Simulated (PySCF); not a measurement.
Compound: BF3H3P.
SMILES: `[BH3-][P+](F)(F)F`

Computed with PySCF at PBE0/def2-SVPD, non-relativistic, on one gas-phase PBE0-D3(BJ)/def2-SVP geometry that isn't relaxed in the solvent. The solvent is an IEF-PCM continuum (van der Waals radii × 1.2), and excitations are vertical TDDFT with non-equilibrium linear response and a frozen core. Specific hydrogen bonds and non-electrostatic terms are outside this model.

Gas-phase singlets (H = HOMO, L = LUMO):

```tsv
state	E (eV)	λ (nm)	f	leading configuration
S1	7.989	155	0.000	H→L+1 52%
S2	8.149	152	0.003	H→L 30%
S3	8.152	152	0.003	H-1→L 31%
S4	8.781	141	0.030	H→L+2 94%
S5	8.794	141	0.026	H-1→L+2 92%
```

Question: How does the list change in chloroform (ε = 4.711)?

Answer: 
```tsv
state	E (eV)	λ (nm)	f	leading configuration	change by rank (eV)
S1	8.084	153	0.000	H→L+1 53%	+0.095
S2	8.222	151	0.007	H→L 32%	+0.073
S3	8.225	151	0.008	H-1→L 34%	+0.073
S4	8.802	141	0.146	H→L+2 80%	+0.021
S5	8.815	141	0.151	H-1→L+2 78%	+0.021
```

Question: How does the list change in dichloromethane (ε = 8.93)?

Answer: 
```csv
state,E (eV),λ (nm),f,leading configuration,change by rank (eV)
S1,8.104,153,0.000,H→L+1 53%,+0.115
S2,8.242,150,0.007,H→L 32%,+0.093
S3,8.245,150,0.008,H-1→L 34%,+0.093
S4,8.812,141,0.143,H→L+2 82%,+0.031
S5,8.825,140,0.147,H-1→L+2 80%,+0.031
```

Question: How do the frontier levels move from gas to dichloromethane?

Answer: 
```tsv
orbital	gas (eV)	solvent (eV)	change (eV)
LUMO+2	0.10	0.27	+0.17
LUMO+1	-0.25	-0.03	+0.22
LUMO	-0.26	-0.04	+0.22
HOMO	-9.87	-9.77	+0.10
HOMO-1	-9.89	-9.78	+0.11
HOMO-2	-10.25	-10.13	+0.12
HOMO-3	-13.52	-13.25	+0.27
```

The HOMO–LUMO gap goes from 9.62 to 9.73 eV.

Time: 7.9 s wall; peak memory 0.62 GiB. Hardware: one thread, Arm Neoverse V1 (aarch64), on a shared host. This is the whole response run at PBE0/def2-SVPD in dichloromethane, SCF included.
